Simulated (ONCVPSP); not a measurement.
**What the settings do to the ONCV potential of Ni (Z = 28)**

Base potential:

- Element: Ni (Z = 28)
- Generator: ONCVPSP 4.0.1
- Type: optimised norm-conserving Vanderbilt (ONCV)
- Functional: PBE
- Relativity: scalar-relativistic
- Frozen core: [Ne] 3s2
- Valence charge: 16
- Reference configuration: 3p6 3d8 4s1.75 4p0.25
- Partial waves: 4s: rc 2.20 bohr, ncon 4, nbas 9, qcut 2.6 1/bohr, 1 projector; 3p+4p: rc 1.10 bohr, ncon 4, nbas 8, qcut 13.5 1/bohr, 2 projectors; 3d: rc 1.25 bohr, ncon 4, nbas 9, qcut 13.9 1/bohr, 2 projectors, debl 2.8 Ha
- Local potential: polynomial inside 1.10 bohr (lpopt 1, dvloc0 -1 Ha)
- Core correction: Teter function, fcfact 2, rcfact 1.4

Cutoffs, loose and tight: the cutoffs (Ha) at which the residual kinetic energy of the hardest occupied pseudo-wave falls to 1 and 0.1 mHa per electron. They do not see the model core or the augmentation charge, which bear on the density cutoff. Test errors are all-electron minus pseudo excitation energies from the reference, over the configurations 3p6 3d8 4s2 4p0; 3p6 3d8 4s1 4p0; 3p6 3d8 4s0 4p0; 3p5 3d8 4s2 4p0. A dash means not determined; rows that change the core or the reference have their own tests. The largest error is taken over the tests solved by every variant that gives reliable tests at all: 3p5 3d8 4s2 4p0; 3p6 3d8 4s1 4p0; 3p6 3d8 4s2 4p0.

A true bound ghost makes a file unfit for plane-wave use even where its test errors are small: the radial tests pick states by their node count and pass the ghost by.

```csv
change,outcome,"cutoff, loose","cutoff, tight",bound ghosts,GHOST(+) flags above zero,largest test error (meV)
base,generated,70 Ha,79 Ha,s,none,-152
d: qcut 9.3,generated,99 Ha,199 Ha,s,none,-280
d: qcut 10.4,generated,51 Ha,139 Ha,s,none,-234
d: qcut 13.4,generated,67 Ha,76 Ha,s,none,-160
d: qcut 15.9,generated,80 Ha,92 Ha,s,none,-128
d: qcut 18.3,generated,79 Ha,89 Ha,s,none,-126
d: qcut 20.3,"failed: ERROR pspot: first pseudo wave function has node, program will stop",–,–,–,–,–
```

Reading the sweep of the qcut of the d channel (base included, trends over the rows without a ghost): Bound ghosts are found at 9.3, 10.4, 13.4, 13.9, 15.9, 18.3 1/bohr. Every judged row has one, so this setting neither creates nor removes them. The generation fails at 20.3 1/bohr.
